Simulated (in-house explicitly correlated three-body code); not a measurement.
Computed with an exponentially correlated three-body code. Model: two electrons around a point charge, non-relativistic, variational in 260 exponentially correlated functions (energies converged to about 1e-7 hartree, or 1e-8 relative for large Z).

For two electrons in a singlet the Kohn-Sham orbital is the square root of half the density, so the exact Kohn-Sham potential and energy parts follow from the density alone, and exchange is minus half the Hartree energy. The Kohn-Sham level equals minus the binding energy of the second electron.

Command:
```bash
python run_hyl.py task.json out
```
Settings (lengths in bohr, energies in hartree):
```
Z                      3.9
interaction_strength   1
functions              260
states_tried           13
```

Time taken, with all properties: 41 s on 1 thread of AMD EPYC 7R13 Processor (Zen 3), with other jobs on the host.

**Those bound S and P states to n = 4 that converged, binding against the one-electron ion.**

Given: nuclear charge 3.9.

Computed: one-electron threshold -7.605 hartree.

```tsv
term	energy (hartree)	binding (eV)	quantum defect
1 1S	-12.9280149	144.85	0.1112
2 3S	-8.8222551	33.123	0.14137
2 1S	-8.71424423	30.184	0.052984
2 3P	-8.70394325	29.904	0.043881
2 1P	-8.64283156	28.241	-0.012888
3 3S	-8.11747496	13.945	0.13551
3 1S	-8.08895629	13.169	0.052323
3 3P	-8.08617737	13.094	0.043823
3 1P	?	?	?
4 3S	-7.88630736	7.6548	0.13373
4 1S	?	?	?
4 3P	-7.8736562	7.3105	0.043742
4 1P	-7.86623616	7.1086	-0.01205
```

Q: What belongs in the row 3 1P?

A: energy (hartree): -8.06840132; binding (eV): 12.61; quantum defect: -0.012343.

Q: What belongs in the row 4 1S?

A: energy (hartree): -7.87480966; binding (eV): 7.3419; quantum defect: 0.052208.

**Electric-dipole lines between converged S and P states, rate of the upper state's decay.**

```
s state  p state  p minus s (eV)  oscillator strength from s  rate (1/s)
   1 1S     2 1P          116.61                     0.54421  1.0703e+11
   1 1S     3 1P          132.24                     0.12569  3.1789e+10
   1 1S     4 1P          137.74                    0.048839  1.3402e+10
   2 1S     2 1P          1.9432                     0.15314  8.3645e+06
   2 1S     3 1P               ?                           ?           ?
   2 1S     4 1P          23.075                    0.081456  6.2736e+08
   3 1S     2 1P         -15.072                    -0.07858  7.7454e+08
   3 1S     3 1P         0.55933                     0.26377  1.1936e+06
   3 1S     4 1P          6.0605                     0.31879  1.6936e+08
   4 1S     2 1P         -20.899                   -0.016152  3.0612e+08
   4 1S     3 1P         -5.2679                    -0.17245  2.0766e+08
   4 1S     4 1P          0.2333                     0.36592      288070
   2 3S     2 3P          3.2194                     0.21995  3.2973e+07
   2 3S     3 3P           20.03                     0.24756  1.4365e+09
   2 3S     4 3P          25.813                    0.070495  6.7938e+08
   3 3S     2 3P         -15.959                    -0.09059  1.0011e+09
   3 3S     3 3P         0.85165                       0.367  3.8502e+06
   3 3S     4 3P          6.6346                     0.25813  1.6435e+08
   4 3S     2 3P               ?                           ?           ?
   4 3S     3 3P         -5.4387                    -0.20129  2.5837e+08
   4 3S     4 3P         0.34426                      0.5044      864620
```

Q: What belongs in the row 2 1S 3 1P?

A: p minus s (eV): 17.574; oscillator strength from s: 0.30222; rate (1/s): 1.3501e+09.

Q: What belongs in the row 4 3S 2 3P?

A: p minus s (eV): -22.249; oscillator strength from s: -0.01762; rate (1/s): 3.7847e+08.

**Exact Kohn-Sham parts of the ground state from its density.**

Computed: Hartree energy 4.4282 hartree; exchange energy -2.2141 hartree; DFT correlation energy -0.044215 hartree; kinetic part of the DFT correlation energy 0.041354 hartree; potential part of the DFT correlation energy -0.085569 hartree; exact minus restricted Hartree-Fock -0.044207 hartree; Kohn-Sham level -144.85 eV; restricted Hartree-Fock level -145.16 eV; dipole polarisability 0.058498 bohr³; C6 of two such species 0.013262 hartree·bohr⁶.

Q: What is the Kohn-Sham kinetic?

A: 12.887 hartree.

Q: What is the total energy?

A: -12.9280149 hartree.

**Functionals on the exact density and self-consistent, errors are functional minus exact, hybrids only self-consistent, a dash where a self-consistent run leaves the top level unbound.**

```csv
result,exchange error (millihartree),correlation error (millihartree),functional driven error (millihartree),density driven error (millihartree),self consistent total error (millihartree),top level plus exact binding (eV)
M06-L,-24.998,-4.4077,-29.406,-2.2883,-31.694,18.583
SCAN,-4.3935,2.735,-1.6585,-0.30405,-1.9625,18.81
PBEsol,?,?,?,?,?,?
PBE0,-,-,-,-,25.946,15.476
HSE06,-,-,-,-,23.228,15.874
r2SCAN0,-,-,-,-,-0.70594,13.885
r2SCAN,-4.3935,2.735,-1.6585,-0.30405,-1.9625,18.81
revTPSS,-3.4579,-5.1763,-8.6342,-0.20208,-8.8363,19.132
TPSS,-3.9906,-2.6386,-6.6291,-0.31777,-6.9469,19.47
RPBE,0.06293,-1.7107,-1.6478,-1.2998,-2.9476,20.778
PBE,37.631,-1.7107,35.92,-1.2189,34.701,20.996
B3LYP VWN-RPA,-,-,-,-,0.51121,16.133
BLYP,?,?,?,?,?,?
AM05,239.93,-85.695,154.23,-1.5088,152.73,22.274
```

Q: What belongs in the row PBEsol?

A: exchange error (millihartree): 133.68; correlation error (millihartree): -14.25; functional driven error (millihartree): 119.43; density driven error (millihartree): -1.254; self consistent total error (millihartree): 118.18; top level plus exact binding (eV): 21.854.

Q: What belongs in the row BLYP?

A: exchange error (millihartree): 11.251; correlation error (millihartree): -4.7396; functional driven error (millihartree): 6.5117; density driven error (millihartree): -1.5043; self consistent total error (millihartree): 5.0074; top level plus exact binding (eV): 20.584.

The density-driven part is never positive, since each functional's own density lowers its energy. Here it is small beside the functional-driven part (median ratio 0.063), the normal case.
